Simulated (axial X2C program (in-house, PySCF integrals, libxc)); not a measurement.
# Potential curves of InP⁺, two-component

All values were computed with an in-house all-electron X2C program for linear molecules (integrals from PySCF). Two-component (2c) means X2C with spin–orbit coupling and atomic mean-field two-electron Coulomb and Gaunt terms. Basis: In dyall-cv3z [11s12p9d4f1g], P dyall-v3z [8s7p2d1f] (cores contracted in-house); Gaussian nuclei, density fitting, unrestricted open shells. Masses: In 114.904 u, P 30.974 u.

State: Ω = 3/2 (⟨Sz⟩ = 1.50, ⟨Lz⟩ = 0.00 at HF). Energies in cm⁻¹ from the fragments at the same level (In+ + P). Fits are polynomials in 1 − R0/R over 0.85 to 1.23 times the lowest point R0.

```json
{"R (Å)": "2.5360", "CCSD(T)": "", "PBE0": "-2278"}
{"R (Å)": "2.6526", "CCSD(T)": "-908", "PBE0": "-3034"}
{"R (Å)": "2.7401", "CCSD(T)": "-1403", "PBE0": "-3324"}
{"R (Å)": "2.8276", "CCSD(T)": "-1721", "PBE0": "-3458"}
{"R (Å)": "2.9150", "CCSD(T)": "-1912", "PBE0": "-3482"}
{"R (Å)": "3.0170", "CCSD(T)": "-2024", "PBE0": "-3417"}
{"R (Å)": "3.1191", "CCSD(T)": "-2049", "PBE0": "-3285"}
{"R (Å)": "3.2502", "CCSD(T)": "-1996", "PBE0": "-3056"}
{"R (Å)": "3.4105", "CCSD(T)": "", "PBE0": "-2729"}
{"R (Å)": "3.6437", "CCSD(T)": "", "PBE0": "-2234"}
```

Correlated methods: 7 electrons correlated (number of frozen shells: In 4 s, 3 p, 2 d; P 2 s, 1 p), 231 virtual spin orbitals or spinors in MP2, 90 natural virtuals in coupled cluster.

The state is a single determinant with fixed occupations, the lowest that a limited PBE0 search found. Dissociation energies refer to the lowest single-determinant-based atoms at the same level and basis. Density functionals use the spin component along the axis (collinear). CCSD and (T) use frozen natural virtuals with an MP2 correction for the truncation; (T) itself is uncorrected, so its De runs slightly low. With several unpaired electrons one determinant need not be a pure state. This is the top spin component of a Σ state; components of lower Ω are not single determinants and can lie lower. With the outer-core shells frozen, correlated bond lengths of heavy atoms tend to come out a few hundredths of an ångström too long. Coupled cluster ran on the points near the minimum only. MP2 and coupled cluster on one determinant become unreliable at the stretched end.

Task: What are Re, ωe and De at the CCSD(T) level?

Result: At CCSD(T), 2c: Re = 3.105 Å, ωe ≈ 90.6 cm⁻¹, De = 0.25 eV to In+ + P; Be follows as 0.0717 cm⁻¹.

Task: Fit the PBE0 curve near its minimum: give the equilibrium distance, the harmonic wavenumber and the well depth.

Result: At PBE0, 2c: Re = 2.895 Å, ωe ≈ 121 cm⁻¹, De = 0.43 eV to In+ + P; Be follows as 0.0824 cm⁻¹.
